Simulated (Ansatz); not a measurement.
A structure relaxed at PBE0-D4/def2-TZVP, charge 0, multiplicity 1:

Cartesian coordinates in Å:
```
C -0.1280 0.8199 -1.0631
B 0.1496 0.0569 0.2780
Ga -0.5452 -1.8795 0.6307
Te 1.2727 0.9621 1.8385
H -1.2094 0.8928 -1.2326
H 0.2568 0.2372 -1.9090
H 0.2938 1.8255 -1.1233
H 0.2914 -3.1541 0.2257
H -1.9458 -2.1636 1.2982
H 1.5642 2.4027 1.0570
```

Problem. Give its formula and SMILES.

Solution. CH6BGaTe, `C[B]([GaH2])[TeH]`.

Problem. Point group (tolerance 0.08 Å, 0.16 Å for H)?

Solution. Cs.

Problem. Summarise the bond lengths by kind.

Solution. 1 × B–C 1.568 Å; 3 × C–H 1.092 to 1.097 Å; 1 × B–Ga 2.087 Å; 1 × B–Te 2.125 Å; 2 × Ga–H 1.577 Å; 1 × H–Te 1.665 Å.

Program: Ansatz 0.2.0.
